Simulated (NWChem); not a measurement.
# BHOI₂; SMILES OB(I)I

```xyz
5

B      0.8339     0.0135     0.0000
I     -0.2287    -1.8701     0.0000
I     -0.2280     1.8757     0.0000
O      2.1802     0.0579     0.0000
H      2.5940    -0.8276     0.0000
```
Atoms are numbered in this order, from 1.

All runs: NWChem. Medium grid unless said otherwise, to which SCAN and Minnesota functionals are sensitive. Structure relaxed at the PBE-D3(BJ)/def2-SVP level. def2 effective core potentials on I; no spin-orbit coupling. B3LYP is NWChem's, with the RPA form of VWN correlation. Total energies of different functionals are on different scales.

```json
[
 {"level": "B3LYP/def2-TZVP", "energy (Ha)": "-696.4341", "highest occupied level (eV)": "-7.24", "orbital gap (eV)": "5.91", "dipole (D)": "1.63"},
 {"level": "PBE/def2-TZVP", "energy (Ha)": "-696.1016", "highest occupied level (eV)": "-6.36", "orbital gap (eV)": "4.31", "dipole (D)": "1.58"},
 {"level": "r2SCAN/def2-TZVP", "energy (Ha)": "-696.4241", "highest occupied level (eV)": "-6.65", "orbital gap (eV)": "4.85", "dipole (D)": "1.66"},
 {"level": "BP86/def2-TZVP", "energy (Ha)": "-696.5100", "highest occupied level (eV)": "-6.47", "orbital gap (eV)": "4.33", "dipole (D)": "1.61"},
 {"level": "B97-D/def2-TZVP", "energy (Ha)": "-697.2120", "highest occupied level (eV)": "-6.33", "orbital gap (eV)": "4.44", "dipole (D)": "1.63"},
 {"level": "BHandHLYP/def2-TZVP", "energy (Ha)": "-696.0945", "highest occupied level (eV)": "-8.44", "orbital gap (eV)": "8.32", "dipole (D)": "1.69"},
 {"level": "PBE0/def2-TZVP", "energy (Ha)": "-696.1556", "highest occupied level (eV)": "-7.49", "orbital gap (eV)": "6.31", "dipole (D)": "1.65"}
]
```
